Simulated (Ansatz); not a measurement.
Basis-set extrapolation for C2H6FSi (`[CH2]C[SiH2]F`) radical (PBE0-D4/def2-TZVP geometry, frozen core, Ansatz). Multiplicity 2, UHF reference.

```json
{"": "HF", "def2-TZVPP": "-467.713100", "def2-QZVPP": "-467.731007"}
{"": "MP2 correlation", "def2-TZVPP": "-0.693829", "def2-QZVPP": "-0.748792"}
{"": "CCSD(T) correlation", "def2-TZVPP": "-0.760856", "def2-QZVPP": "not run"}
```

Energies in hartree. Use E(X) = E(∞) + A·exp(−7.88·√X) for Hartree–Fock and E(X) = E(∞) + B·X^(−2.97) for correlation, with X = 3 and 4, and add CCSD(T) minus MP2 of the smaller set to the MP2 limit.

Problem. What is the CCSD(T) energy at the basis-set limit?

Solution. HF limit: -467.731007 + (-0.017907) × 0.13774 = -467.73347. MP2 limit: -0.748792 + (-0.054963) × 0.74074 = -0.78951. Higher-order term: -0.760856 − (-0.693829) = -0.06703. Total: -468.59001 hartree, 304.7 kJ/mol below CCSD(T)/def2-TZVPP.
